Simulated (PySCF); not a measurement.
# Two-component Hartree-Fock for Ta⁺ (tantalum, charge +1)

Start: [Xe] 4f14 5d3 6s1; 5d3/2 filled at m_j = -1/2, +1/2, +3/2; 6s1/2 filled at m_j = -1/2. Calculated with PySCF 2.14 in x2c-TZVPall-2c with one added diffuse shell each of s, p, d type (12s12p11d2f, 117 functions): generalised Hartree-Fock with the X2C-1e Hamiltonian and a Gaussian nucleus; one run each with spin-orbit coupling (SO) switched off, then screened by Boettger's factors.

| spinor shell | electrons | ε, spin-free (eV) | ε, screened SO (eV) | weight of nominal j (screened SO) | rms radius, screened SO (bohr) |
| --- | --- | --- | --- | --- | --- |
| 1s1/2 | 2 | -67782.5 | -67762.5 | 1.000 | 0.0211 |
| 2s1/2 | 2 | -11791.3 | -11784.9 | 1.000 | 0.0853 |
| 2p1/2 | 2 | -10336.4 | -11242.4 | 1.000 | 0.0726 |
| 2p3/2 | 4 | -10336.4 | -9966.6 | 1.000 | 0.0799 |
| 3s1/2 | 2 | -2767.6 | -2765.4 | 1.000 | 0.218 |
| 3p1/2 | 2 | -2327.3 | -2524.6 | 1.000 | 0.210 |
| 3p3/2 | 4 | -2327.3 | -2245.1 | 1.000 | 0.225 |
| 3d3/2 | 4 | -1808.2 | -1843.2 | 1.000 | 0.199 |
| 3d5/2 | 6 | -1808.2 | -1782.8 | 1.000 | 0.203 |
| 4s1/2 | 2 | -601.38 | -600.57 | 1.000 | 0.488 |
| 4p1/2 | 2 | -454.31 | -500.04 | 1.000 | 0.497 |
| 4p3/2 | 4 | -454.31 | -434.96 | 1.000 | 0.530 |
| 4d3/2 | 4 | -262.31 | -269.33 | 1.000 | 0.557 |
| 4d5/2 | 6 | -262.31 | -256.85 | 1.000 | 0.569 |
| 5s1/2 | 2 | -94.031 | -93.782 | 1.000 | 1.19 |
| 5p1/2 | 2 | -55.293 | -63.008 | 0.952 | 1.33 |
| 5p3/2 | 4 | -55.293 | -51.781 | 0.975 | 1.42 |
| 4f5/2 | 6 | -47.436 | -48.217 | 0.991 | 0.705 |
| 4f7/2 | 8 | -47.436 | -46.102 | 0.993 | 0.705 |
| 5d3/2 | 3 | -16.146 | -16.206 | 0.691 | 2.23 |
| 6s1/2 | 1 | -14.498 | -14.437 | 1.000 | 3.35 |

```json
{"quantity": "E (hartree)", "spin-free": "-15592.75209", "screened SO": "-15610.11806"}
{"quantity": "M_J", "spin-free": "1", "screened SO": "1"}
{"quantity": "⟨J²⟩", "spin-free": "6.011", "screened SO": "5.394"}
{"quantity": "⟨L²⟩", "spin-free": "12.005", "screened SO": "11.989"}
{"quantity": "⟨S²⟩", "spin-free": "6.005", "screened SO": "6.020"}
```

The determinant has a definite M_J but mixes levels of different J.

Each row is a mean over spinors that exchange with the open shell spreads, by up to 2.838 eV (5s1/2).

Rows whose weight is well below 1 are mixtures of j = l ± 1/2: exchange outweighs spin-orbit coupling there, and the label is only the starting occupation.

Breit and QED terms are absent; they matter most for the inner s and p1/2 levels.

Densities and radii are taken from the X2C orbitals without a picture-change correction, which distorts them close to the nucleus.

Without spin-orbit coupling the j labels of p, d and f shells carry no meaning; the spin-free column gives the mean over the occupied spinors of each nl shell.
